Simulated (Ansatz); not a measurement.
Gas-phase electronic energies from Ansatz, PBE0-D4/def2-TZVP geometries. CCSD(T)/CBS adds triple-zeta CCSD(T) − MP2 to the extrapolated MP2 energy (def2 sets, frozen cores). This one scheme is used for every species, atoms too. DFT in def2-TZVPP. B3LYP here is the variant with VWN-RPA as its local correlation; programs differ in this. HSE06 is defined as in plane-wave codes. No spin–orbit coupling; open shells (•) take unrestricted orbitals. Spin–orbit coupling would lower the free atoms: a little for Al, C, Cl.

Reaction (atomization): `C[N+]1(C)[Al@H-]([Cl])[N+](C)(C)[Al@@H-]1[Cl]` → 2 Al• + 4 C• + 2 Cl• + 14 H• + 2 N•

| level | ΔE (eV) | difference from CCSD(T)/CBS |
| --- | --- | --- |
| B97M-V | 92.23 | 0.34 |
| B3LYP-D4 | 91.73 | -0.16 |
| BHLYP-D4 | 89.85 | -2.04 |
| CAM-B3LYP-D4 | 92.17 | 0.28 |
| PBE-QIDH | 91.30 | -0.59 |
| PBE | 92.01 | 0.12 |
| revPBE | 88.66 | -3.23 |
| PBE0 | 91.13 | -0.76 |
| HSE06 | 91.21 | -0.68 |
| BHLYP | 88.73 | -3.16 |
| LC-ωPBE | 91.32 | -0.57 |
| CCSD/def2-SVP | 86.68 | -5.21 |
| CCSD(T)/def2-SVP | 87.53 | -4.36 |
| MP2/def2-QZVPP | 92.11 | 0.22 |
| SCS-MP2/def2-QZVPP | 92.04 | 0.15 |
| HF/CBS(def2) | 68.00 | -23.89 |
| CCSD(T)/CBS | 91.89 | 0 |

Largest T1 diagnostic among the species: 0.018.

Leaving LDA and LC-ωPBE aside and taking each functional with its dispersion term where it has one, the values, not all of them listed here, spread over 3.04 eV, from BHLYP-D4 to PBE-D4. LDA lies +11.64 eV from PBE without D4, its usual overbinding. From r2SCAN to r2SCAN0 (25 % exact exchange), in def2-TZVPP and without D4, ΔE moves by −1.00 eV: exact exchange takes away binding that semilocal exchange gives to molecules. In def2-TZVPP, CCSD(T) changes the Hartree–Fock value by +21.72 eV (the triples alone add +1.26 eV) and MP2 by +22.88 eV; breaking electron pairs costs correlation energy, which Hartree–Fock lacks.

For atomizations the MP2-based limit and the directly extrapolated one differ by several kJ/mol either way, and by 10 to 25 for some Ge, Se and Sn compounds, so smaller differences from it don't rank the levels.
